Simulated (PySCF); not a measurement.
Isomers of C4H9NO2Si, one GFN2-xTB conformer each. Single-point energies are computed at PBE0/pcSseg-1 (PySCF, gas phase, no added dispersion term), electronic only.

```csv
SMILES,GFN2-xTB relative energy (kcal/mol)
CO[Si@@H](C)OCC#N,6.8
C=NC(=C)O[SiH2]OC,0.7
[H]/N=C\[SiH]1OCCCO1,0.0
```

Conformers: `[CH3:1][O:2][Si@@H:3]([CH3:4])[O:5][CH2:6][C:7]#[N:8]` with C1–O2–Si3–C4 60°, O2–Si3–O5–C6 52°, Si3–O5–C6–C7 174°; `[CH2:1]=[N:2][C:3](=[CH2:4])[O:5][SiH2:6][O:7][CH3:8]` with C1–N2–C3–C4 -46°, N2–C3–O5–Si6 -1°, C3–O5–Si6–O7 -67°, O5–Si6–O7–C8 -177°; `[H]/[N:1]=[CH:2]\[SiH:3]1[O:4][CH2:5][CH2:6][CH2:7][O:8]1` with N1–C2–Si3–O4 -138°, C2–Si3–O4–C5 138°, Si3–O4–C5–C6 17°, O4–C5–C6–C7 -58°, C5–C6–C7–O8 58°.

**Question.** What does PBE0/pcSseg-1 give for the same structures?

**Answer.** 
```json
{"SMILES": "CO[Si@@H](C)OCC#N", "PBE0/pcSseg-1 E (Eh)": "-651.99508", "PBE0/pcSseg-1 (kcal/mol)": "0.0", "GFN2-xTB (kcal/mol)": "6.8", "point group": "C1"}
{"SMILES": "[H]/N=C\\[SiH]1OCCCO1", "PBE0/pcSseg-1 E (Eh)": "-651.98886", "PBE0/pcSseg-1 (kcal/mol)": "3.9", "GFN2-xTB (kcal/mol)": "0.0", "point group": "C1"}
{"SMILES": "C=NC(=C)O[SiH2]OC", "PBE0/pcSseg-1 E (Eh)": "-651.95429", "PBE0/pcSseg-1 (kcal/mol)": "25.6", "GFN2-xTB (kcal/mol)": "0.7", "point group": "C1"}
```

GFN2-xTB puts [H]/N=C\[SiH]1OCCCO1 lowest instead; measured from each level's own lowest isomer, the values differ by up to 24.9 kcal/mol (C=NC(=C)O[SiH2]OC: 0.7 against 25.6). As drawn, the lowest has a C≡N group and an Si–C bond, which the highest lacks; the highest has a C=N bond and a C=C bond outside aromatic rings, which the lowest lacks.

**Question.** Which frontier levels, dipoles and rotational constants go with these structures?

**Answer.** 
```tsv
SMILES	HOMO (eV, PBE0/pcSseg-1)	LUMO (eV)	dipole (D)	A, B, C (MHz)
CO[Si@@H](C)OCC#N	-8.29	0.28	5.37	3463, 819.3, 700.2
[H]/N=C\[SiH]1OCCCO1	-6.79	-0.71	4.10	3508, 1269, 1037
C=NC(=C)O[SiH2]OC	-6.53	-1.19	2.33	2981, 1129, 895.7
```
